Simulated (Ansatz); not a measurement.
Computed with Ansatz on PBE0-D4/def2-TZVP structures; ΔE is electronic, products minus reactants. CCSD(T)/CBS is the MP2 limit (def2-TZVPP, def2-QZVPP) plus CCSD(T) − MP2 in def2-TZVPP, frozen cores. This one scheme is used for every species. DFT in def2-TZVPP. For Ti outer-core shells are correlated without core-valence functions, which leaves a few kJ/mol of doubt a bond. Scalar relativity is left out up to krypton. One conformer a species, not always the lowest.

`[OH][Ti]([F])([F])[F]` + H₂S → `[F][Ti]([F])([F])[SH]` + H₂O  (ligand exchange at a Ti–O bond)

**Question.** Is it downhill or uphill in electronic energy at CCSD(T)/CBS, and by how much? (Estimate.)

**Answer.** The calculation gave: Uphill: ΔE = +8.7 kcal/mol.

**Question.** What do these levels give: BHLYP-D4, B2PLYP, CAM-B3LYP, CCSD/def2-SVP, CCSD(T)/def2-TZVPP, SCS-MP2/def2-QZVPP? (An estimate is asked.)

**Answer.** Computed: BHLYP-D4 10.6, B2PLYP 9.6, CAM-B3LYP 12.5, CCSD/def2-SVP 16.5, CCSD(T)/def2-TZVPP 9.7, SCS-MP2/def2-QZVPP 9.6 kcal/mol.

Largest T1 diagnostic among the species: 0.025, so the coupled-cluster value is less sure than usual.

In def2-TZVPP, CCSD(T) changes the Hartree–Fock value by −4.4 kcal/mol (the triples alone add −1.7 kcal/mol) and MP2 by −5.3 kcal/mol. From BLYP to BHLYP (50 % exact exchange), in def2-TZVPP and without D4, ΔE moves by +1.5 kcal/mol.
